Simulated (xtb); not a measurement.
Input file for xtb: GFN-FF on ClGeH3O (SMILES [OH][GeH2][Cl]), a point of a torsion scan.

```
$ xtb mol.xyz --gfnff --sp --chrg 0 --uhf 0
6

O      1.27318649     0.06741673    -0.43865915
Ge    -0.39633501    -0.17116668    -0.02901555
Cl    -0.66342534     0.52770753     1.93464833
H      1.85052982     0.45820502     0.21366317
H     -0.66795239    -1.64944670    -0.11466859
H     -1.21230481     0.63701462    -1.00237600
```

Question: What total energy does the run end on?

Answer: -0.4424 hartree.
